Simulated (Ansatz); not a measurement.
Ansatz (an electronic-structure program) input (B3LYP-D3(BJ)/def2-TZVP):

Ansatz 0.2 input:
```yaml
crystal:
  periodic: [false, false, false]
  atoms:
    - {symbol: B, position_ang: [-0.27390443, -0.01505319, 0.90549566]}
    - {symbol: B, position_ang: [0.15663004, -0.02261872, -0.56142397]}
    - {symbol: H, position_ang: [-0.60123788, -0.00858728, 2.01458156]}
    - {symbol: H, position_ang: [0.30415266, 0.95844146, -1.19920669]}
    - {symbol: H, position_ang: [0.37424877, -1.00595698, -1.17435357]}
basis:
  gaussian:
    orbitals: def2-TZVP
hamiltonian:
  xc: b3lyp
  dispersion: d3bj
magnetization: {spin_polarized: true, initial_magnetization: 1}
relax: {f_tol: 0.002, max_steps: 150}
```

End of the output:

```
these checks for a lower state are left out or cut short: starts, cluster_reference, orbital_swaps, neighbouring_geometries, increment
integrals: 0.01 GiB planned
470 factors; their error is unknown
mean field: 0.19 GiB planned
mean field evaluation 32: about -1399.2162 eV, gradient 1.3e-1 eV
mean field -1399.21630069 eV, -51.4202506275 hartree, gradient 3.9e-6 eV, S^2 0.752493; 0 other end points of the search recorded, 0 dependent functions left out
the calculation of the forces begins
reference -1399.21652768 eV, -51.4202589693 hartree; 7, 6 occupied and 73, 74 virtual orbitals, 470 factors
relax step   4: F+E_penalty+E_count = -1399.30695161 eV  Δ(F+E_penalty+E_count) = -1.609e-4 eV  max|allowed force component| = 2.429e-3 eV/Å  Δτ_max = 0.0054 Å  (33 SCF iters, accepted)
these checks for a lower state are left out or cut short: starts, cluster_reference, orbital_swaps, neighbouring_geometries, increment
integrals: 0.01 GiB planned
470 factors; their error is unknown
mean field: 0.19 GiB planned
mean field -1399.21630161 eV, -51.4202506612 hartree, gradient 8.6e-5 eV, S^2 0.752493; 0 other end points of the search recorded, 0 dependent functions left out
the calculation of the forces begins
reference -1399.21652860 eV, -51.4202590030 hartree; 7, 6 occupied and 73, 74 virtual orbitals, 470 factors
relax step   5: F+E_penalty+E_count = -1399.30695198 eV  Δ(F+E_penalty+E_count) = -3.685e-7 eV  max|allowed force component| = 4.191e-4 eV/Å  Δτ_max = 0.0004 Å  (21 SCF iters, accepted)
integrals: 0.01 GiB planned
470 factors; their error is unknown
mean field: 0.19 GiB planned
mean field -1399.21630161 eV, -51.4202506612 hartree, gradient 8.6e-5 eV, S^2 0.752493; 1 other end points of the search recorded, 0 dependent functions left out
the calculation of the forces begins
reference -1399.21652860 eV, -51.4202590030 hartree; 7, 6 occupied and 73, 74 virtual orbitals, 470 factors
Total energy: -1399.30717897 eV, -51.4235903428 hartree
Atom 0 at    -0.274671    -0.014959     0.905027 Å, force     0.000018     0.000419     0.000011 eV/Å
Atom 1 at     0.165091    -0.021302    -0.592486 Å, force    -0.000018    -0.000259    -0.000007 eV/Å
Atom 2 at    -0.606126    -0.010010     2.033791 Å, force    -0.000005    -0.000226    -0.000014 eV/Å
Atom 3 at     0.301762     1.001691    -1.195476 Å, force     0.000002     0.000031     0.000007 eV/Å
Atom 4 at     0.373834    -1.049194    -1.165764 Å, force     0.000003     0.000034     0.000004 eV/Å
Dipole moment:    -0.081592     0.001169     0.277853 e Å
```

It need not be the lowest isomer of its formula.
